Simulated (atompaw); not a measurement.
## An all-electron radial function and its pseudo partner (hydrogen (H))

Columns: radius, all-electron u(r) and pseudo u(r) of the 1s shell (level -6.49 eV) of hydrogen in the configuration 1s1; PBE, scalar-relativistic, PAW (atompaw) scheme, atompaw 4.2.0.5.

```tsv
r (bohr)	all-electron	pseudo
0.029	0.0541	0.0442
0.058	0.1051	0.0881
0.087	0.1530	0.1314
0.115	0.1965	0.1724
0.144	0.2389	0.2138
0.173	0.2786	0.2539
0.202	0.3158	0.2925
0.231	0.3506	0.3294
0.260	0.3832	0.3644
0.288	0.4125	0.3963
0.317	0.4408	0.4273
0.346	0.4672	0.4563
0.375	0.4916	0.4832
0.404	0.5143	0.5079
0.433	0.5353	0.5307
0.462	0.5546	0.5515
0.490	0.5718	0.5697
0.519	0.5882	0.5869
0.548	0.6032	0.6025
0.577	0.6169	0.6165
0.606	0.6293	0.6292
0.635	0.6406	0.6405
0.663	0.6504	0.6504
0.692	0.6595	0.6595
0.721	0.6676	0.6676
0.750	0.6747	0.6747
```

(1) How many radial nodes do the two functions have?

(2) Is the pseudo-wave norm-conserving?

## Answers

(1) The all-electron 1s function has n − l − 1 = 0; the pseudo-wave has 0.

(2) No, it belongs to a PAW set: the norm inside the radius is not constrained, and the difference is carried by the augmentation charge.
